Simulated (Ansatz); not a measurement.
`COB(O)F`. The species carries charge 0 and has multiplicity 1. The geometry is a stationary point of PBE0-D4/def2-TZVP. It is one conformer, not always the lowest.

```xyz
9

C    -0.061    1.256    0.524
O    -0.350   -0.093    0.832
B    -0.118   -1.092   -0.037
O     0.413   -0.883   -1.273
F    -0.429   -2.332    0.354
H    -0.987    1.833    0.566
H     0.630    1.646    1.274
H     0.384    1.360   -0.467
H     0.518   -1.695   -1.772
```

Problem. What is the dipole moment at r2SCAN/def2-TZVPP? (An estimate is asked.)

Solution. Computed: 1.71 D, with components (0.65, 0.85, -1.34) D in this frame, pointing from negative to positive charge.

Problem. And with PBE, B3LYP, ωB97M-V? (Best estimate.)

Solution. The calculation gave: PBE 1.68 D, B3LYP 1.75 D, ωB97M-V 1.74 D.

Problem. Give the Mulliken charges with r2SCAN, PBE, ωB97M-V in def2-TZVPP. (Estimate.)

Solution. The calculation gave: 
| atom | r2SCAN | PBE | ωB97M-V |
| --- | --- | --- | --- |
| C1 | 0.02 | -0.11 | -0.14 |
| O2 | -0.31 | -0.24 | -0.30 |
| B3 | 0.51 | 0.37 | 0.49 |
| O4 | -0.34 | -0.28 | -0.31 |
| F5 | -0.28 | -0.23 | -0.27 |
| H6 | 0.06 | 0.10 | 0.12 |
| H7 | 0.06 | 0.10 | 0.12 |
| H8 | 0.06 | 0.09 | 0.10 |
| H9 | 0.21 | 0.20 | 0.19 |

B3LYP here is the variant with VWN-RPA as its local correlation; programs differ in this.
